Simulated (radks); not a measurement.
The neon ion Ne+, configuration [He] 2s2 2p5. Calculated with a radial shooting solver on a logarithmic mesh with Libxc functionals: Dirac Kohn-Sham, PBE, spin-unpolarised, spherical densities, point nucleus; open shells are shared between the two j in proportion to 2j + 1; speed of light set to 171.295 atomic units (1.25 times the physical value, a model run).

Normalised radial functions P(r) = r R(r) (large component), r in bohr:

| r | 1s1/2 | 2s1/2 | 2p3/2 |
|---|---|---|---|
| 0.006176 | 0.3548 | 0.0871 | 0.0011 |
| 0.006853 | 0.3909 | 0.0960 | 0.0014 |
| 0.007604 | 0.4304 | 0.1057 | 0.0017 |
| 0.008437 | 0.4735 | 0.1162 | 0.0021 |
| 0.009287 | 0.5168 | 0.1268 | 0.0025 |
| 0.01031 | 0.5675 | 0.1392 | 0.0031 |
| 0.01143 | 0.6225 | 0.1527 | 0.0038 |
| 0.01269 | 0.6820 | 0.1672 | 0.0047 |
| 0.01408 | 0.7461 | 0.1829 | 0.0057 |
| 0.01562 | 0.8151 | 0.1997 | 0.0070 |
| 0.01733 | 0.8889 | 0.2176 | 0.0085 |
| 0.01923 | 0.9676 | 0.2367 | 0.0104 |
| 0.02134 | 1.0512 | 0.2569 | 0.0126 |
| 0.02368 | 1.1393 | 0.2781 | 0.0154 |
| 0.02607 | 1.2244 | 0.2985 | 0.0184 |
| 0.02892 | 1.3202 | 0.3213 | 0.0224 |
| 0.03209 | 1.4192 | 0.3446 | 0.0271 |
| 0.03561 | 1.5203 | 0.3681 | 0.0328 |
| 0.03951 | 1.6225 | 0.3915 | 0.0397 |
| 0.04384 | 1.7244 | 0.4142 | 0.0478 |
| 0.04865 | 1.8241 | 0.4357 | 0.0575 |
| 0.05398 | 1.9198 | 0.4552 | 0.0690 |
| 0.0599 | 2.0091 | 0.4720 | 0.0826 |
| 0.06646 | 2.0894 | 0.4851 | 0.0986 |
| 0.07375 | 2.1579 | 0.4934 | 0.1173 |
| 0.08118 | 2.2081 | 0.4959 | 0.1373 |
| 0.09007 | 2.2457 | 0.4916 | 0.1623 |
| 0.09995 | 2.2629 | 0.4788 | 0.1910 |
| 0.1109 | 2.2571 | 0.4561 | 0.2237 |
| 0.1231 | 2.2260 | 0.4223 | 0.2608 |
| 0.1365 | 2.1683 | 0.3761 | 0.3025 |
| 0.1515 | 2.0834 | 0.3165 | 0.3488 |
| 0.1681 | 1.9717 | 0.2429 | 0.3996 |
| 0.1865 | 1.8352 | 0.1552 | 0.4548 |
| 0.207 | 1.6770 | 0.0537 | 0.5138 |
| 0.2278 | 1.5157 | -0.0513 | 0.5711 |
| 0.2528 | 1.3297 | -0.1753 | 0.6352 |
| 0.2805 | 1.1383 | -0.3074 | 0.7001 |
| 0.3113 | 0.9488 | -0.4441 | 0.7643 |
| 0.3454 | 0.7679 | -0.5808 | 0.8259 |
| 0.3832 | 0.6018 | -0.7126 | 0.8827 |
| 0.4252 | 0.4551 | -0.8339 | 0.9323 |
| 0.4718 | 0.3308 | -0.9388 | 0.9721 |
| 0.5236 | 0.2303 | -1.0220 | 0.9998 |
| 0.5809 | 0.1528 | -1.0790 | 1.0133 |
| 0.6446 | 0.0962 | -1.1068 | 1.0112 |
| 0.7096 | 0.0596 | -1.1052 | 0.9948 |
| 0.7873 | 0.0333 | -1.0744 | 0.9615 |
| 0.8736 | 0.0174 | -1.0158 | 0.9130 |
| 0.9694 | 0.0084 | -0.9336 | 0.8508 |
| 1.076 | 0.0037 | -0.8334 | 0.7774 |
| 1.193 | 0.0015 | -0.7216 | 0.6956 |
| 1.324 | 0.0005 | -0.6051 | 0.6086 |
| 1.469 | 0.0002 | -0.4904 | 0.5200 |
| 1.63 | 0.0001 | -0.3834 | 0.4331 |
| 1.809 | 0.0000 | -0.2883 | 0.3509 |
| 1.991 | 0.0000 | -0.2135 | 0.2814 |
| 2.21 | 0.0000 | -0.1476 | 0.2146 |
| 2.452 | 0.0000 | -0.0970 | 0.1577 |
| 2.721 | 0.0000 | -0.0603 | 0.1112 |
| 3.019 | 0.0000 | -0.0352 | 0.0748 |
| 3.35 | 0.0000 | -0.0192 | 0.0478 |

1s1/2: eigenvalue -852.97 eV, 0 radial nodes, <r> = 0.158 bohr, 90 % of the charge inside 0.283 bohr. 2s1/2: eigenvalue -55.599 eV, 1 radial node at r = 0.218 bohr, <r> = 0.864 bohr, 90 % of the charge inside 1.38 bohr. 2p3/2: eigenvalue -32.253 eV, 0 radial nodes, <r> = 0.884 bohr, 90 % of the charge inside 1.52 bohr.
